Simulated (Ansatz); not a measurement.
Cost and result up the ladder for Al8As8H22, a nanocrystal cut from wurtzite AlAs (hydrogen-capped) (38 atoms). Charge 0, multiplicity 1. Geometry: PBE-D4/def2-SVP.

```xyz
38

Al    3.588   -3.057   -0.732
As    2.920   -2.797    1.725
As    2.085   -1.218   -1.571
Al   -0.332   -1.739   -1.319
Al    1.284   -1.089    2.563
As   -0.727   -1.476    1.148
As   -1.711    0.073   -2.317
Al   -4.182   -0.412   -2.258
Al   -2.455    0.182    1.829
As   -4.374   -0.322    0.293
Al    2.834    0.981   -0.712
As    2.081    1.076    1.658
As    1.232    2.564   -1.835
Al   -1.257    2.372   -1.516
Al    0.615    3.072    2.180
As   -1.456    2.278    0.963
H     3.045   -4.490   -1.197
H     5.118   -2.591   -0.821
H     2.454   -4.138    2.282
H     4.167   -2.657    2.591
H     2.315   -1.144   -3.080
H    -0.730   -3.201   -1.826
H     1.036   -1.162    4.138
H    -1.276   -2.824    1.609
H    -1.323    0.093   -3.795
H    -4.474   -1.928   -2.680
H    -4.997    0.856   -2.802
H    -2.852    0.161    3.374
H    -5.004   -1.609    0.813
H    -5.505    0.618    0.696
H     4.360    1.371   -0.976
H     3.383    1.334    2.413
H     1.501    2.487   -3.336
H     1.678    4.004   -1.612
H    -2.055    3.552   -2.236
H     0.326    3.129    3.754
H     1.202    4.309    1.337
H    -2.516    3.338    1.254
```

Ansatz on 2 threads of AMD EPYC 7R13 on a shared host and a share (18 GiB) of an NVIDIA H100 80GB HBM3. Times are rough, and most runs start from the orbitals of an earlier one. No level here is sound enough to serve as a yardstick. Binding counts from free atoms at the same level (Al doublet, As quartet, H doublet; other spins of the atoms weren't run), without zero-point energy or a counterpoise term.

Correlated methods freeze 112 core orbitals; core or outer-core shells of As are correlated, in sets that lack core-valence functions. The rows differ in basis, and correlated rows in double-zeta sets carry the largest basis error. Single mean-field runs in def2-SVP, def2-TZVP are fitted with def2-universal-jkfit.

Correlated methods converge slowly with the basis, most of all in double-zeta sets.

```tsv
level	functions	wall time	binding energy per atom (eV)
HF/STO-3G	238	2 s	3.45
HF/def2-SVP	510	3.1 s	1.94
PBE-D4/def2-SVP	510	3.2 s	2.77
BHLYP-D4/def2-SVP	510	4.1 s	2.76
PBE-D4/def2-TZVP	812	4.3 s	2.75
r2SCAN-D4/def2-SVP	510	4.7 s	2.79
PBE0-D4/def2-SVP (with forces)	510	6 s	2.76
PBE0-D4/def2-TZVP	812	7 s	2.75
MP2/def2-SVP	510	7.5 s	2.53
```
